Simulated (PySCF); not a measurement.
**Tl⁻ (thallium, charge -1) across methods**

[Xe] 4f14 5d10 6s2 6p2, high-spin 3P determinant. Computed with PySCF 2.14 in aug-cc-pVDZ-PP with ECP60MDF (5s4p3d, 32 functions), with a scalar-relativistic core potential.

```tsv
method	E (hartree)	mean ε 6s α (eV)	mean ε 6s β (eV)	mean ε 6p α (eV)	Σ⟨r²⟩ (bohr²)	⟨S²⟩
B97-3	-172.5417	-6.141	-5.356	0.838	119.8	2.001
LDA	-172.2735	-5.364	-4.855	1.161	118.4	2.001
UHF	-171.51248	-8.416	-6.584	-0.459	112.8	2.013
PBE0	-172.5097	-6.080	-5.183	0.790	114.7	2.002
r2SCAN	-172.5915	-5.335	-4.547	1.151	114.5	2.005
PBE	-172.5470	-5.143	-4.556	1.219	120.0	2.001
PW91	-172.6206	-5.157	-4.562	1.213	118.6	2.001
wB97M-V	-172.4242	-8.117	-6.984	-0.469	108.2	2.006
```

Problem. Estimate the same row for M06.

Solution. E (hartree) = -172.5367; mean ε 6s α (eV) = -6.047; mean ε 6s β (eV) = -5.857; mean ε 6p α (eV) = 0.992; Σ⟨r²⟩ (bohr²) = 127.1; ⟨S²⟩ = 2.001.

Energies and moments cover only the electrons outside the core potential. Spin-orbit coupling is strong in this species (close to jj coupling), so the high-spin LS determinant is a model state, not a physical level.

The highest occupied level is positive at B97-3, LDA, PBE0, r2SCAN, PBE, M06, PW91: only the finite basis holds that electron, which in a density functional comes from self-interaction.
